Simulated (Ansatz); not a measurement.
Input file for Ansatz (a program for electronic structure): U-CCSD(T)/def2-SVP on BrHSn (SMILES [Br][SnH]), a point of a bond scan (R = 1.963 Å). Elements past Kr take the def2 small-core potentials; no spin–orbit coupling. The run froze 23 orbitals, filled d shells among them.

Ansatz 0.2 input:
```yaml
crystal:
  periodic: [false, false, false]
  atoms:
    - {symbol: Sn, position_ang: [-0.57960730, -0.48360224, 0.71178077]}
    - {symbol: H, position_ang: [-1.85009187, -1.11322915, -0.64620223]}
    - {symbol: Br, position_ang: [0.87757024, 0.72103150, -1.00189399]}
basis:
  gaussian:
    orbitals: def2-SVP
correlation: {method: ccsd_t, electrons: outside_noble_gas}
scf: {omitted_lower_state_checks: [cluster_reference]}
magnetization: {spin_polarized: true, initial_magnetization: 0}
```

Program output:

```
WARN ansatz: RAYON_NUM_THREADS=1 ignored (pool sized by the plan → 1); use --threads N
Functional definition: HF
these checks for a lower state are left out or cut short: cluster_reference
integrals: 0.06 GiB planned
696 factors; integrals over basis functions are off by at most 6.2e-4 eV
mean field: 0.30 GiB planned
mean field evaluation 1: about -75811.8083 eV, gradient 8.8e0 eV
mean field evaluation 2: about -75811.8489 eV, gradient 8.9e0 eV
mean field evaluation 4: about -75812.5907 eV, gradient 9.0e-1 eV
mean field evaluation 8: about -75812.6023 eV, gradient 3.0e-4 eV
mean field evaluation 16: about -75812.5671 eV, gradient 3.8e-1 eV
mean field -75812.60233063 eV, -2786.0617480231 hartree, gradient 1.0e-6 eV, S^2 0.000000; 2 other end points of the search recorded, 0 dependent functions left out
23 core orbitals not correlated
reference -75812.60233063 eV, -2786.0617480231 hartree; 6, 6 occupied and 34, 34 virtual orbitals, 696 factors
second order -5.05255192 eV of doubles, -0.00000000 eV of singles
coupled cluster: 0.12 GiB planned
cycle   1  -5.56652601 eV  change   -5.1e-1 eV  update   7.3e-2
cycle   2  -5.76984166 eV  change   -2.0e-1 eV  update   2.8e-2
cycle   3  -5.81346575 eV  change   -4.4e-2 eV  update   1.4e-2
cycle   4  -5.81126951 eV  change    2.2e-3 eV  update   4.2e-3
cycle   5  -5.81114098 eV  change    1.3e-4 eV  update   1.5e-3
cycle   6  -5.81110898 eV  change    3.2e-5 eV  update   5.7e-4
cycle   7  -5.81100309 eV  change    1.1e-4 eV  update   2.3e-4
cycle   8  -5.81104589 eV  change   -4.3e-5 eV  update   7.3e-5
cycle   9  -5.81104292 eV  change    3.0e-6 eV  update   2.5e-5
cycle  10  -5.81103686 eV  change    6.1e-6 eV  update   7.4e-6
perturbative correction -0.15174021 eV, -0.0055763498 hartree
Total energy: -75818.56510770 eV, -2786.2808760386 hartree
Checks for a lower state left out: cluster_reference
```

The calculation finished and met its thresholds.

Cost: about 6 core-seconds (a rough figure).
